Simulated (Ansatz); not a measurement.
Born–Oppenheimer molecular dynamics of ClH5Sn (7 atoms, charge 0, multiplicity 1). It starts at the highest image of a converged band, a first-order saddle point between two minima.

The calculation used Ansatz 0.2.0, RKS PBE0-D4/def2-SVP.

| Quantity | Value |
| --- | --- |
| ensemble | NVE (velocity Verlet) |
| time step | 0.5 fs |
| steps asked | 200 |
| starting velocities drawn for | 300 K |
| seed | 11439 |

First frame:

```xyz
7
Properties=species:S:1:pos:R:3
Sn -0.192 0.000 -0.128
H -0.036 0.000 1.861
H 1.536 0.000 -0.026
H -0.691 1.480 -0.798
H -0.691 -1.480 -0.798
Cl -2.560 0.000 1.309
H -0.973 0.000 1.878
```

(1) How far do the bonds stretch over the last three quarters of this one trajectory? (Pairs bonded in most of those frames.)

## Answers

(1) 
```csv
bond,mean (Å),spread (Å),shortest,longest
Sn1–H2,1.739,0.100,1.57,1.89
Sn1–H3,1.735,0.065,1.63,1.85
Sn1–H4,1.713,0.053,1.63,1.80
Sn1–H5,1.717,0.039,1.65,1.77
Cl6–H7,1.305,0.066,1.21,1.40
```

Mean temperature of the second half: 1681 K. The conserved energy stayed within 0.32 meV per atom of its start (net change 0.19 meV per atom), so the integration is sound. The kinetic energy rose, since the run started high on the potential surface and went downhill. It ends in pieces (ClH + H4Sn), so much of that is their flight and rotation, not heat. A run of 0.1 ps of so small a system gives no equilibrium averages. The orbitals stay closed-shell, which can raise the energy where a bond breaks towards radicals; this wasn't checked here.

The run took 3.1 min on 1 thread of AMD EPYC 9R45 96-Core Processor (Zen 5) (shared host), peak memory 0.16 GiB.
